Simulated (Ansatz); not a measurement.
Complex (SMILES): C#C (C2H2) with C[SiH3] (CH3-SiH3), atoms 1 to 4 the first; geometry from B3LYP-D3(BJ)/def2-TZVP, monomers rigid:
```xyz
12

C     -0.1165     0.4274    -0.3481
C     -0.5435    -0.4531     0.3410
H     -0.9236    -1.2325     0.9556
H      0.2711     1.2052    -0.9599
C      2.6297    -2.0608    -1.5202
Si     3.4368    -0.4101    -1.1513
H      2.6930    -2.2958    -2.5843
H      3.1200    -2.8641    -0.9671
H      1.5772    -2.0398    -1.2355
H      3.3716    -0.0937     0.2950
H      4.8630    -0.4218    -1.5626
H      2.7610     0.6825    -1.8956
```

Interaction energy at MP2 with Ansatz (an electronic-structure program), kcal/mol, without and with the counterpoise correction (monomers among the partner's ghost functions). Cartesian d functions, on some or all atoms, in 6-31+G*; all else is spherical. Cores are frozen. No added dispersion term, no relativity. Reference, counterpoise-corrected: Hartree-Fock in aug-cc-pV(Q+d)Z plus the correlation part extrapolated as X^-3 from aug-cc-pV(T+d)Z and aug-cc-pV(Q+d)Z, -1.64.

| basis | functions | uncorrected |
|---|---|---|
| STO-3G | 32 | 0.03 |
| 6-31G | 56 | -1.30 |
| 6-31+G* | 96 | -1.26 |
| def2-TZVP | 178 | -1.39 |
| cc-pV(T+d)Z | 241 | -1.51 |
| jun-cc-pV(T+d)Z | 277 | -1.66 |
| def2-TZVPPD | 295 | -1.79 |
| aug-pcseg-2 | 372 | -2.30 |
| cc-pV(Q+d)Z | 469 | -1.58 |
| def2-QZVP | 481 | -1.58 |
| def2-QZVPPD | 529 | -1.65 |
| aug-pcseg-3 | 736 | -1.92 |

Question: How large is the counterpoise correction in each set?

Answer: STO-3G 0.45, 6-31G 1.29, 6-31+G* 0.92, def2-TZVP 0.33, cc-pV(T+d)Z 0.31, jun-cc-pV(T+d)Z 0.34, def2-TZVPPD 0.43, aug-pcseg-2 0.89, cc-pV(Q+d)Z 0.13, def2-QZVP 0.12, def2-QZVPPD 0.16, aug-pcseg-3 0.37 kcal/mol. The corrected value lies nearer the reference in 2 of 12 rows.
